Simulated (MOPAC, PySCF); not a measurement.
System: CH$_{8}$NSi (charge +1, singlet). SMILES: C[NH2+][SiH3]
Coordinates optimised at B3LYP-D3(BJ)/def2-TZVP (Ansatz):
```
N
H 1 1.0226
H 1 1.0226 2 105.19
C 1 1.5094 2 108.99 3 116.74
H 4 1.0868 1 109.43 2 -57.15
H 4 1.0868 5 110.10 1 -119.27
H 4 1.0868 5 110.10 6 -121.46
Si 1 1.8883 2 109.43 3 -117.46
H 8 1.4676 1 102.66 2 177.56
H 8 1.4676 9 115.02 1 -110.65
H 8 1.4681 9 115.26 10 -137.80
```
Charge +1, spin multiplicity 1.

Unscaled harmonic wavenumbers (cm⁻¹) in rising order, each level at the stationary point that it reaches from this structure (no distance between atoms moves by over 0.3 Å); the order of modes can differ between levels, and a negative number is imaginary. B3LYP-D3(BJ)/def2-TZVP (PySCF, at the structure above): 121, 208, 249, 568, 568, 676, 814, 914, 944, 945, 965, 1072, 1114, 1334, 1338, 1468, 1500, 1508, 1636, 2291, 2327, 2329, 3079, 3171, 3172, 3410, 3456.

PM6 (MOPAC): 96, 150, 232, 481, 532, 588, 753, 837, 886, 892, 1014, 1067, 1130, 1207, 1211, 1291, 1316, 1356, 1536, 2087, 2123, 2123, 2628, 2629, 2663, 2715, 2742. Zero-point energy 51.9 against 58.9 kcal/mol; where all levels lie over 400 cm⁻¹, the wavenumbers are on average 0.904 times those of B3LYP-D3(BJ)/def2-TZVP.

PM7 (MOPAC): 105, 176, 276, 563, 597, 664, 789, 799, 801, 841, 1064, 1077, 1126, 1253, 1256, 1338, 1374, 1431, 1557, 2284, 2288, 2295, 2566, 2603, 2616, 2647, 2732. Zero-point energy 53.1 against 58.9 kcal/mol; where all levels lie over 400 cm⁻¹, the wavenumbers are on average 0.931 times those of B3LYP-D3(BJ)/def2-TZVP.
